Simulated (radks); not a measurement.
Task: Species: Ag II. Configuration: [Kr] 4d10. Method: scalar-relativistic Kohn-Sham, SCAN, spin-polarised, spherical densities, finite nucleus; meta-GGA in the generalised Kohn-Sham scheme; Fermi nuclear charge, rms radius 4.5454 fm; computed with a radial shooting solver on a logarithmic mesh with Libxc functionals. Some entries of the table are withheld. Estimate them.

orbital,occ.,eigenvalue (Ry),<r^2> (bohr^2),<r> (bohr)
1s,2,-1865.933,(1),(2)
2s,2,-276.3486,0.02144,0.1348
2p,6,-247.6780,(3),0.1177
3s,2,-51.59957,0.1546,0.3676
3p,6,(4),0.1564,0.3670
3d,10,-27.17618,0.1425,0.3458
4s,2,(5),0.9497,0.9157
4p,6,-5.04648,1.154,1.003
4d,10,-1.16091,(6),1.379

Result: 
(1) 1s <r^2> (bohr^2): 0.001309
(2) 1s <r> (bohr): 0.03111
(3) 2p <r^2> (bohr^2): 0.01691
(4) 3p eigenvalue (Ry): -42.09498
(5) 4s eigenvalue (Ry): -7.79787
(6) 4d <r^2> (bohr^2): 2.326
